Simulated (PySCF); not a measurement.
B(H)(Me)(OSiH3) (CH₇BOSi), SMILES CBO[SiH3].

Geometry optimised at B3LYP-D3(BJ)/def2-SVP. The structure was generated by enumeration, and PubChem lists no compound with its InChIKey, so it may never have been made. The values are those of a single conformer.

Computed with PySCF with TDA-PBE/def2-SVPD.

Vertical excitations. Gas-phase values at a fixed geometry. State labels are in the subgroup Cs.

```tsv
state	symmetry	energy (eV)	λ (nm)	f	main pairs
S1	A"	5.85	212	0.001	HOMO→LUMO 100 %
S2	A'	6.11	203	0.010	HOMO→LUMO+1 100 %
S3	A'	6.97	178	0.009	HOMO→LUMO+2 98 %
S4	A"	7.18	173	0.000	HOMO−2→LUMO 99 %
S5	A'	7.20	172	0.076	HOMO−1→LUMO 86 %
S6	A'	7.30	170	0.111	HOMO→LUMO+3 94 %
S7	A"	7.30	170	0.003	HOMO−1→LUMO+1 88 %
S8	A"	7.36	168	0.002	HOMO→LUMO+4 88 %
S9	A'	7.57	164	0.001	HOMO→LUMO+5 87 %
S10	A'	7.63	162	0.003	HOMO−2→LUMO+1 90 %
T1	A"	5.36	231	0	HOMO→LUMO 99 %
T2	A'	5.94	209	0	HOMO→LUMO+1 100 %
T3	A'	6.55	189	0	HOMO−1→LUMO 97 %
T4	A'	6.86	181	0	HOMO→LUMO+2 99 %
```
Triplets are in the Tamm–Dancoff approximation.
